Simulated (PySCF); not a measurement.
**How methods differ on the fine-structure interval of Se³⁺**

Se³⁺ [Ar] 3d10 4s2 4p1 [4p1/2^1, M_J = 1/2] → Se³⁺ [Ar] 3d10 4s2 4p1 [4p3/2^1, M_J = 3/2], as a difference of total energies. Calculation: PySCF 2.14, in x2c-QZVPPall-2c; the two-component X2C-1e Hamiltonian. Correlated levels: [Ne] frozen; the 8 highest virtual spinors dropped. "Screened" scales the spin-orbit matrix elements by Boettger's factors to mimic the two-electron term; Breit and QED terms are absent.

| method | fine-structure interval (cm⁻¹) |
| --- | --- |
| GHF (screened spin-orbit) | 5393.0 |
| GMP2 (screened spin-orbit) | 4301.1 |
| GHF (bare spin-orbit) | 5668.0 |

GHF and GMP2 differ strongly here because the two determinants are spin-polarised to different degrees; the interval is a small difference of such terms.
